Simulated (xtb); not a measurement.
Input for xtb:
```
$ xtb mol.xyz --gfn 1 --opt --json

# file mol.xyz
2

Ge    -0.14762245     0.19976917    -1.51553273
Te    -0.01596392    -0.04337837     0.92736961
```

Problem. What does this run give for the HOMO-LUMO gap, total energy at the end of the optimisation?

Solution. 
The HOMO-LUMO gap is 2.34 eV. The total energy at the end of the optimisation is -5.4497 Eh.
